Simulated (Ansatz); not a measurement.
A rate constant, worked out

An elementary step of AlBH₄OF₂, singlet (AlH₃O ([OH][AlH2]) + BHF₂ ([F][BH][F]) → BHOF₂ ([OH][B]([F])[F]) + AlH₃ (still joined by a long Al–O bond); Al–O, B–H broken or loosened, Al–H, O–B formed or tightened). The start structure is the complex of the reactants, bound by 0.79 eV, and the electronic barrier above it is 0.450 eV by CCSD(T) at an estimated basis limit (MP2 extrapolated from triple and quadruple zeta, plus CCSD(T) − MP2 in triple zeta). Ansatz 0.2.0; basis: def2-TZVPP and def2-QZVPP; cores frozen in the correlated methods. Extrapolation: Hartree–Fock as exp(−7.88 √X), correlation as X^−2.97. Harmonic wavenumbers at PBE0-D4/def2-TZVP (Ansatz 0.2.0), in cm⁻¹:

Start: 101, 273, 318, 385, 424, 450, 496, 565, 596, 624, 748, 845, 978, 1000, 1136, 1337, 1564, 1790, 1966, 1988, 3869.

Saddle: 89i, 103, 192, 287, 376, 415, 457, 493, 643, 678, 772, 794, 802, 877, 1074, 1385, 1533, 1831, 1887, 1934, 3827.

(1) Work out the transition-state-theory rate constant at 400 K from these numbers alone (harmonic vibrations; rotation, path degeneracy and anharmonicity left out), and the Wigner tunnelling factor. Use 1 cm⁻¹ = 1.2398 × 10⁻⁴ eV and k_B = 8.617 × 10⁻⁵ eV/K.

T1 diagnostic: at most 0.013.

Results:

(1) Zero-point energies, half the sums: start 21453/2 cm⁻¹ = 1.3299 eV; saddle, real modes only, 20360/2 cm⁻¹ = 1.2622 eV.
Barrier with zero-point energy: 0.450 + 1.2622 − 1.3299 = 0.3823 eV.
k_BT = 0.03447 eV, so the barrier is 11.09 k_BT.
Vibrational partition functions from the zero-point level, ln q = −Σ ln(1 − exp(−hν/k_BT)): start 3.566, saddle 3.719.
k = (k_BT/h) exp(ln q‡ − ln q) exp(−E0/k_BT), with log₁₀(k_BT/h in s⁻¹) = 12.92: log₁₀ k = 12.92 + (0.153 − 11.09)/2.3026 = 8.17, so k ≈ 1 × 10^(8) s⁻¹.
Wigner factor: 1 + (hν‡/k_BT)²/24 = 1 + (0.32)²/24 = 1.00. A change of 1 kcal/mol (0.043 eV) in the barrier would change k by a factor of 3.5 at this temperature.

Ligand swaps between two centres remove the fluorinated layer in thermal atomic layer etching, and scramble precursors in the gas phase.

Labels in which every atom is bracketed show which atoms are joined, not bond orders.

For scale, one of the runs: CCSD(T)/def2-TZVPP, 222 basis functions, launched by `ansatz run in.yaml --threads 4 --pin off --events-out ev --progress --plain --max-ram 9574MiB`. Hardware: 4 CPU threads of an Intel Xeon Platinum 8375C, shared host. Wall time 54 s; peak host memory 3.7 GiB.
